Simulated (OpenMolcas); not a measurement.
**What dynamic correlation does to the levels of Ni+**

| Property | Result |
| --- | --- |
| Program | OpenMolcas 26.06 |
| Basis | ANO-RCC-VTZP [6s5p3d2f1g] |
| Scalar Hamiltonian | DKH2, point nucleus |
| Active space | 9 electrons in 9 orbitals (RAS2 3d 4s; RAS3 4p, at most 2 electrons) |
| State averaging | 2S+1 = 2 even, 29 roots; 2S+1 = 4 even, 10 roots kept (CI in the orbitals of an earlier block); 2S+1 = 2 odd, 21 roots; 2S+1 = 4 odd, 21 roots kept (CI in the orbitals of an earlier block) |
| Spin-orbit coupling | state interaction with AMFI integrals over the reference wave functions, term energies averaged over their components |

Methods on the same reference wave functions:
A. RASSCF
B. SS-RASPT2, IPEA 0.25 Eh, imaginary shift 0.1 Eh (closed shells correlated: 3s 3p)
C. MS-RASPT2, IPEA 0.25 Eh, imaginary shift 0.1 Eh (closed shells correlated: 3s 3p)

Energies in cm-1 above 3d9 2D 5/2, the measured ground level; measured values from NIST Handbook of Basic Atomic Spectroscopic Data.

| Level | A | B | C | Measured |
| --- | --- | --- | --- | --- |
| 3d8 4s 4F 9/2 | -24567 | 6580 | 6980 | 8394 |
| 3d8 4s 4F 7/2 | -23652 | 7470 | 7870 | 9330 |
| 3d8 4s 4F 5/2 | -22891 | 8240 | 8640 | 10116 |
| 3d8 4s 4F 3/2 | -22351 | 8780 | 9180 | 10664 |
| 3d8 4s 2F 7/2 | -18698 | 11200 | 11600 | 13550 |
| 3d8 4s 2F 5/2 | -17257 | 12610 | 13020 | 14996 |
| 3d8 4s 2D 5/2 [67 %] | -6521 | 20820 | 21510 |  |
| 3d8 4s 2D 3/2 | -6221 | 21110 | 21880 |  |
| 3d8 4s 4P 5/2 [69 %] | -4291 | 23000 | 23510 |  |
| 3d8 4s 4P 3/2 | -4177 | 23100 | 23520 | 24788 |
| 3d8 4s 4P 1/2 | -3936 | 23330 | 23740 | 24836 |
| 3d9 2D 5/2 | 0.0 | 0.0 | 0.0 | 0.0 |
| 3d8 4s 2P 3/2 | 879 | 27140 | 27550 | 29071 |
| 3d8 4s 2P 1/2 | 1419 | 27660 | 28060 | 29593 |
| 3d9 2D 3/2 | 1614 | 1612 | 1607 | 1507 |
| 3d8 4s 2G 9/2 | 3031 | 30770 | 31170 | 32500 |
| 3d8 4s 2G 7/2 | 3033 | 30770 | 31170 | 32524 |

A puts 3d8 4s 4F 9/2 lowest.

Deviations, from unrounded energies. A percentage is the sum of absolute deviations over the sum of measured energies, with the sign that they share, or ± where signs differ.

```csv
Against measurement,Levels,A,B,C
mean absolute deviation (cm-1),13,28000,1800,1400
fine structure of the ground term (%),1,+7.1,+7.0,+6.6
other configurations (%),12,-153.7,-9.5,-7.4
```

C lies closest to measurement on these levels and A furthest from it. The largest miss of C in the table is 3d8 4s 2F 5/2, by -2000 cm-1. The ranking rests on the paired levels alone, and a cruder setting can come out closer through cancelling errors.

Between B and C the level of the table that moves most is 3d8 4s 2D 3/2, by 780 cm-1 (lowest in B, highest in C). Moves below CASPT2's spread within the term are not significant.

The mean deviations of B to C differ by less than CASPT2's widest spread within a term (1500 cm-1), so their order carries little weight.

The lowest spin-free term lies below A's lowest term by 0.701 hartree in B, 0.703 hartree in C.

Term energies are means over components that CASPT2 splits; among the terms shown or strongly mixed into the levels shown the widest spread is 1500 cm-1 (3d8 4s 2F, C). Terms from blocks run as CI alone lack orbitals of their own. A single d shell beside an s shell can misplace configurations of different d count against each other. Without dynamic correlation excited terms often stand tens of per cent too high (terms of higher spin than the ground term too low), and those without a measured partner can miss by more than the paired ones (holds for A). The lowest computed level is not the ground level that NIST lists (2D5/2) (holds for A). Some levels mix across a computed gap that differs much from the measured one, so their mixing is not that of the real levels (holds for B; C). Measured partners are found by configuration, term and J. A level has none where our copy of the source lacks it or the pairing is in doubt (some pairs that miss far off the trend of their configuration count as doubtful), and it then counts in no deviation. Levels of configurations outside the active space are missing. Levels that lie high or do not pair safely by name in every column are left out.

A share in square brackets marks a mixed level and gives the weight of the term that names it, the lowest over the columns.
